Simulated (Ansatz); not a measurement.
`CB[TeH]` + `[OH][Sc]([OH])[OH]` → `C[O][Sc]([OH])[OH]` + `B[TeH]`  (substitution at a C–B bond)

Gas-phase electronic energies from Ansatz, PBE0-D4/def2-TZVP geometries. CCSD(T)/CBS is the MP2 limit (def2-TZVPP, def2-QZVPP) plus CCSD(T) − MP2 in def2-TZVPP, frozen cores. DFT in def2-TZVPP. B3LYP here is the variant with VWN-RPA as its local correlation; programs differ in this. Elements past krypton have def2 core potentials. For Sc, Te outer-core shells are correlated without core-valence functions, which leaves a few kJ/mol of doubt a bond. Scalar relativity is left out up to krypton. One conformer a species, not always the lowest.

| level | ΔE (eV) |
| --- | --- |
| r2SCAN-D4 | 1.02 |
| B3LYP-D4 | 0.95 |
| r2SCAN0-D4 | 1.04 |
| ωB97X-V | 0.98 |

Q: What does CCSD(T)/CBS give? (Estimate.)

A: Computed: +1.02 eV. The listed levels differ from it by 0.00, -0.07, 0.02, -0.04 eV.

Q: What do rigid-rotor, harmonic-oscillator terms from PBE0-D4/def2-TZVP frequencies (298.15 K, 1 bar) make of the CCSD(T)/CBS value? (Estimate.)

A: Ansatz gave: ΔZPE = 0.00 eV, ΔH = +1.03 eV, ΔS = 25 J/(mol·K), ΔG = +0.95 eV. Modes under 50 cm⁻¹ make the entropy rough.

Largest T1 diagnostic among the species: 0.016.

In def2-TZVPP, CCSD(T) changes the Hartree–Fock value by +0.10 eV (the triples alone add −0.00 eV) and MP2 by +0.19 eV. At CCSD(T), def2-SVP lies −0.26 eV from the extrapolated value and def2-TZVPP −0.05 eV. Leaving LDA and LC-ωPBE aside and taking each functional with its dispersion term where it has one, the values, not all of them listed here, spread over 0.11 eV, from BLYP-D4 to r2SCAN0-D4. LDA lies +0.05 eV from PBE without D4.
